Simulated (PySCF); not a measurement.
## GeBr: from constants to spectrum

UHF-CCSD(T) constants of GeBr, ²Π (doublet), unpaired electrons π ↑ (basis Ge cc-pVDZ-PP with ECP10, Br cc-pVDZ-PP with ECP10; scalar-relativistic core potentials; PySCF 2.14; masses 73.9212 and 78.9183 u):

- ωe: 292.1 cm⁻¹
- ωexe: 0.728 cm⁻¹
- Be: 0.07983 cm⁻¹
- αe: 0.000288 cm⁻¹
- De to Ge + Br: 3.15 eV

Task: What force constant and bond length do these constants imply?

Result: Reduced mass μred = 38.169 u; k = 5.8918×10⁻⁷·μred·ωe² (u, cm⁻¹, mdyn/Å) = 1.92 mdyn/Å; Re = √(16.8576/(μred·Be)) (u, cm⁻¹, Å) = 2.352 Å.

Task: Estimate the centrifugal constant D from the Kratzer relation and find the Dunham coefficient a1.

Result: D = 4Be³/ωe² = 2.39e-08 cm⁻¹; a1 = −1 − αeωe/(6Be²) = -3.20.

Correlated steps freeze 8 core orbitals. Correlated levels converge slowly with the basis: in double zeta they bind strong bonds too weakly, by up to about 1 eV, and carry superposition errors of some tenths. Spin–orbit coupling is left out. The state is the lowest determinant that a PBE0 search found; another state may lie lower at other levels.
